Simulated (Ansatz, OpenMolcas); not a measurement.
# CH7BSi2 (SMILES CB1[SiH2][SiH2]1): the vertical energy of the triplet above the singlet from total energies

CH7BSi2: 11 atoms, total charge 0, spin state singlet. As SMILES, `CB1[SiH2][SiH2]1`. The coordinates come from a PBE0-D4/def2-TZVP relaxation.

Both states at this one shape; open shells run unrestricted unless said. 1 Eh = 27.2114 eV.

```
                              level     program  singlet CH7BSi2 (Eh)  triplet CH7BSi2 (Eh)
                          HF/STO-3G      Ansatz           -636.932137           -636.833690
revPBE/6-31G* (spherical functions)      Ansatz           -645.901389           -645.798410
 M06-L/6-31G* (spherical functions)  OpenMolcas           -646.030970           -645.926744
```

Work out the vertical gap, second state less first, at each level.


1. HF/STO-3G: -636.833690 − (-636.932137) = 0.098447 Eh = 2.68 eV.
2. revPBE/6-31G* (spherical functions): -645.798410 − (-645.901389) = 0.102979 Eh = 2.80 eV.
3. M06-L/6-31G* (spherical functions): -645.926744 − (-646.030970) = 0.104226 Eh = 2.84 eV.

No measured value is set beside it here; the levels span 2.68 to 2.84 eV. Hartree–Fock favours the state with fewer electron pairs, since it lacks pair correlation. Minimal sets are far from the basis-set limit.
